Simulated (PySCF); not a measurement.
Labels have come off several samples. The candidates:

A. SMILES O(C(CC)=O)[SiH2]C#N
B. `InChI=1S/C6H10O/c1-4-6(3)7-5-2/h4H,1,3,5H2,2H3`
C. `InChI=1S/C4H3F5O/c5-1-3(6)2-10-4(7,8)9/h1H,2H2/b3-1+`

Spectrum 1. ¹³C{¹H} NMR (computed): δ 166.9 (C), 141.6 (CH), 121.7 (CH2), 90.7 (CH2), 65.1 (CH2), 17.3 (CH3).

Spectrum 2. ¹³C{¹H} NMR (computed): δ 161.9 (C), 155.0 (CH), 131.2 (C), 65.7 (CH2).

Spectrum 3. ¹³C{¹H} NMR (computed): δ 179.9 (C), 123.0 (C), 31.8 (CH2), 10.7 (CH3).

Level of theory: geometry from GFN2-xTB, shieldings: GIAO PBE0/pcSseg-1, in PySCF (fast rotation and ring inversion assumed for equivalent nuclei, non-relativistic Hamiltonian, in vacuum, one conformer).

Scale: TMS for ¹³C (186.93 ppm) (reference shieldings calculated alike). Splittings of carbon signals by F and P are missing where no couplings were computed. Shifts are as computed. Against solution values, carbons near 30 ppm lie about +3 ppm off and those near 130 ppm about +5 ppm (rms about the fit 2.1 ppm; single classes can miss by 10 ppm). Of 1328 compounds with measured shifts, 309 miss one by over three times the rms of a fit or turn the order of signals round; such compounds aren't used in these exercises. Signals without a measured value on file couldn't be tested in this way; 1H shifts scatter by 0.2 ppm about their fit, and single ones miss by 0.5 ppm.

Match each spectrum to its structure.

## Answers

1–B, 2–C, 3–A.

- Spectrum 1 (B): 6 ¹³C signals; δC 166.9 is an alkene carbon bearing oxygen; δC 141.6 is an alkene CH.
- Spectrum 2 (C): 4 ¹³C signals; δC 161.9 is a fully substituted alkene carbon; δC 155.0 is an alkene CH.
- Spectrum 3 (A): 4 ¹³C signals; δC 123.0 is a nitrile carbon; δC 31.8 is an sp3 CH2 α to a carbonyl.
